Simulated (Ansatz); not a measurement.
Computed with Ansatz on PBE0-D4/def2-TZVP structures; ΔE is electronic, products minus reactants. CBS: MP2 limit from def2 TZ/QZ plus the TZ coupled-cluster correction, frozen cores. DFT in def2-TZVPP. def2 core potentials past Kr. For Ga, In outer-core shells are correlated without core-valence functions, which leaves a few kJ/mol of doubt a bond. Scalar relativity is left out up to krypton.

`C#[C][Ga]([CH3])[C]#C` + `[F][InH][F]` → `C#[C][In]([F])[F]` + `C#[C][GaH][CH3]`  (formal exchange of groups at a C–Ga bond)

```tsv
level	ΔE (kcal/mol)
BHLYP-D4	8.1
B2PLYP	7.7
```

**Question.** What does CCSD(T)/CBS give? (An estimate is asked.)

**Answer.** The calculation gave: +7.5 kcal/mol. The listed levels differ from it by 0.6, 0.2 kcal/mol.

Largest T1 diagnostic among the species: 0.017.

Leaving LDA and LC-ωPBE aside and taking each functional with its dispersion term where it has one, the values, not all of them listed here, spread over 1.4 kcal/mol, from ωB97X-V to BLYP-D4. LDA lies +1.3 kcal/mol from PBE without D4.
